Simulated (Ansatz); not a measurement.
`c1ccc(-c2ccc(-c3ccc(-c4ccc(-c5ccc(-c6ccc(-c7ccccc7)cc6)cc5)cc4)cc3)cc2)cc1` with charge -1. Total charge -1; doublet. Geometry PBE-D4/def2-SVP, that of the neutral singlet; atoms count from 1.

```xyz
72

C    14.379   -0.563    1.264
C    13.559   -1.164    2.234
C    12.165   -1.110    2.111
C    11.555   -0.453    1.016
C    10.079   -0.395    0.886
C     9.435    0.739    0.342
C     8.043    0.795    0.222
C     7.228   -0.284    0.636
C     5.754   -0.226    0.506
C     5.050    0.990    0.665
C     3.659    1.043    0.544
C     2.899   -0.114    0.255
C     1.426   -0.056    0.126
C     0.773    1.108   -0.343
C    -0.618    1.163   -0.463
C    -1.428    0.055   -0.125
C    -2.902    0.113   -0.255
C    -3.649   -1.023   -0.642
C    -5.040   -0.967   -0.768
C    -5.752    0.225   -0.505
C    -7.226    0.283   -0.635
C    -7.905   -0.457   -1.631
C    -9.296   -0.401   -1.754
C   -10.078    0.395   -0.887
C   -11.554    0.454   -1.017
C   -12.265    1.641   -0.723
C   -13.660    1.696   -0.845
C   -14.378    0.565   -1.266
C   -13.688   -0.622   -1.562
C   -12.293   -0.677   -1.439
C    -9.400    1.134    0.110
C    -8.008    1.081    0.232
C    -5.006    1.360   -0.115
C    -3.614    1.307    0.005
C    -0.777   -1.110    0.341
C     0.613   -1.163    0.466
C     3.605   -1.329    0.095
C     4.996   -1.384    0.219
C     7.873   -1.419    1.178
C     9.264   -1.473    1.302
C    12.395    0.148    0.049
C    13.790    0.093    0.171
H    15.475   -0.606    1.361
H    14.010   -1.673    3.101
H    11.533   -1.560    2.892
H    10.037    1.604    0.024
H     7.577    1.688   -0.221
H     5.602    1.905    0.926
H     3.144    2.001    0.715
H     1.373    1.976   -0.656
H    -1.087    2.074   -0.865
H    -3.124   -1.964   -0.868
H    -5.591   -1.874   -1.058
H    -7.325   -1.058   -2.347
H    -9.786   -0.958   -2.566
H   -11.711    2.543   -0.420
H   -14.189    2.635   -0.619
H   -15.474    0.608   -1.363
H   -14.241   -1.518   -1.884
H   -11.767   -1.621   -1.646
H    -9.979    1.734    0.828
H    -7.517    1.640    1.042
H    -5.527    2.310    0.081
H    -3.065    2.205    0.325
H    -1.379   -1.978    0.649
H     1.079   -2.073    0.872
H     3.055   -2.245   -0.169
H     5.512   -2.342    0.052
H     7.268   -2.271    1.527
H     9.732   -2.380    1.714
H    11.946    0.640   -0.827
H    14.422    0.559   -0.601
```

Single mean-field runs in def2-SVP are fitted with def2-universal-jkfit.

(1) Estimate the Mulliken populations of the heavy atoms from the PBE0/def2-SVP orbitals of Ansatz.

(2) Where does the spin sit?

(3) And the Mayer bond orders between heavy atoms (over 0.3, the first 40 of 48)?

Answers

(1) 
```tsv
atom	charge (e)	spin (α − β)
C1	-0.04	0.06
C2	-0.03	-0.02
C3	-0.04	0.03
C4	0.02	0.00
C5	0.01	0.08
C6	-0.04	-0.01
C7	-0.05	0.03
C8	0.02	0.04
C9	0.02	0.08
C10	-0.05	0.00
C11	-0.05	0.02
C12	0.03	0.06
C13	0.03	0.07
C14	-0.05	0.02
C15	-0.05	0.01
C16	0.02	0.07
C17	0.02	0.06
C18	-0.05	0.02
C19	-0.05	0.01
C20	0.01	0.07
C21	0.02	0.04
C22	-0.05	0.03
C23	-0.05	-0.01
C24	0.01	0.08
C25	0.02	0.00
C26	-0.04	0.03
C27	-0.03	-0.02
C28	-0.04	0.06
C29	-0.03	-0.02
C30	-0.04	0.03
C31	-0.05	-0.01
C32	-0.05	0.03
C33	-0.05	0.01
C34	-0.05	0.02
C35	-0.05	0.01
C36	-0.05	0.02
C37	-0.05	0.02
C38	-0.05	0.00
C39	-0.05	0.03
C40	-0.04	-0.01
C41	-0.04	0.03
C42	-0.03	-0.02
```
Mulliken values depend strongly on the basis.

(2) Summed by element: C 1.03, H -0.03, of 1 unpaired in all. Largest on single atoms: C5 0.08, C24 0.08, C9 0.08.

(3) C1–C2 1.38 (1.40 Å); C1–C42 1.38 (1.40 Å); C2–C3 1.41 (1.40 Å); C3–C4 1.36 (1.41 Å); C4–C5 1.04 (1.48 Å); C4–C41 1.36 (1.41 Å); C5–C6 1.33 (1.41 Å); C5–C40 1.33 (1.41 Å); C6–C7 1.43 (1.40 Å); C7–C8 1.33 (1.41 Å); C8–C9 1.06 (1.48 Å); C8–C39 1.33 (1.41 Å); C9–C10 1.32 (1.41 Å); C9–C38 1.32 (1.41 Å); C10–C11 1.44 (1.40 Å); C11–C12 1.32 (1.41 Å); C12–C13 1.07 (1.48 Å); C12–C37 1.32 (1.41 Å); C13–C14 1.32 (1.41 Å); C13–C36 1.32 (1.41 Å); C14–C15 1.44 (1.40 Å); C15–C16 1.32 (1.41 Å); C16–C17 1.06 (1.48 Å); C16–C35 1.32 (1.41 Å); C17–C18 1.32 (1.41 Å); C17–C34 1.32 (1.41 Å); C18–C19 1.43 (1.40 Å); C19–C20 1.32 (1.41 Å); C20–C21 1.06 (1.48 Å); C20–C33 1.32 (1.41 Å); C21–C22 1.33 (1.41 Å); C21–C32 1.33 (1.41 Å); C22–C23 1.43 (1.40 Å); C23–C24 1.33 (1.41 Å); C24–C25 1.04 (1.48 Å); C24–C31 1.33 (1.41 Å); C25–C26 1.36 (1.41 Å); C25–C30 1.36 (1.41 Å); C26–C27 1.41 (1.40 Å); C27–C28 1.37 (1.40 Å).
